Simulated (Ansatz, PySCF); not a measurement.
Dissociation curve of MgC, lowest singlet found (which spin is the ground state isn't settled by this scan).

Levels of theory: FCI = full CI/aug-cc-pVDZ, frozen core (Ansatz, a program for electronic structure); RCCSDT(Q) = CCSDT(Q) on RHF/aug-cc-pVDZ, frozen core run with Ansatz; RKS-B3LYP/6-311+G** = restricted B3LYP/6-311+G**, spherical d (PySCF); RCCSD(T) = CCSD(T) on RHF/aug-cc-pVDZ, frozen core run with Ansatz; RHF/LANL2DZ = restricted Hartree-Fock/LANL2DZ, with its core potentials past Ne (PySCF).

Energies are in kcal/mol, each relative to the lowest point of its own curve between 1.89 and 2.60 Å, where full CI is lowest.

| R / Å | FCI | RCCSDT(Q) | RKS-B3LYP/6-311+G** | RCCSD(T) | RHF/LANL2DZ |
|---|---|---|---|---|---|
| 1.89 | 7.7 | 7.9 | 6.3 | 7.9 | 14.8 |
| 1.99 | 2.3 | 2.4 | 1.6 | 2.4 | 7.9 |
| 2.04 | 0.9 | 1.0 | 0.5 | 1.0 | 5.6 |
| 2.14 | 0.0 | 0.0 | 0.0 | 0.0 | 2.6 |
| 2.19 | 0.3 | 0.2 | 0.4 | 0.2 | 1.6 |
| 2.24 | 0.9 | 0.8 | 1.1 | 0.9 | 1.0 |
| 2.35 | 3.2 | 3.1 | 3.4 | 3.2 | 0.2 |
| 2.44 | 5.7 | 5.6 | 5.8 | 5.8 | 0.0 |
| 2.60 | 10.8 | 10.8 | 10.3 | 11.0 | 0.1 |
| 2.76 | 16.0 | 16.0 | 14.7 | 16.1 | 0.5 |
| 2.92 | 20.6 | 20.8 | 18.6 | 20.5 | 0.9 |
| 3.16 | 26.1 | 26.5 | 23.5 | 25.2 | 1.3 |
| 3.49 | 30.7 | 31.0 | 28.3 | 28.8 | 1.7 |

At the longest distance, 3.49 Å, RCCSDT(Q) lies highest above its minimum (31.0 kcal/mol) and RHF/LANL2DZ lowest (1.7 kcal/mol).

The scan ran from 1.57 to 7.42 Å; beyond the distances shown full CI changes its symmetry label. Also computed but left out beside FCI, since their determinant holds another spin at the minimum (<S²> over 0.7 above the pure value): UHF, UMP2, UCCSD, UCCSD(T), UCCSDT, UCCSDT(Q), UKS-BLYP, UKS-PBE0, UKS-PBE, UKS-B3LYP/6-31G*, UKS-B3LYP/6-311+G**, UHF/LANL2DZ, UKS-LDA (SVWN5)/6-31G*. The T1 diagnostic of CCSD on the restricted reference of RCCSDT(Q), RCCSD(T) exceeds 0.045 at 1.89 to 2.92 Å. The restricted form behind RKS-B3LYP/6-311+G**, RHF/LANL2DZ keeps the bonding electrons paired and can't separate into open-shell fragments.
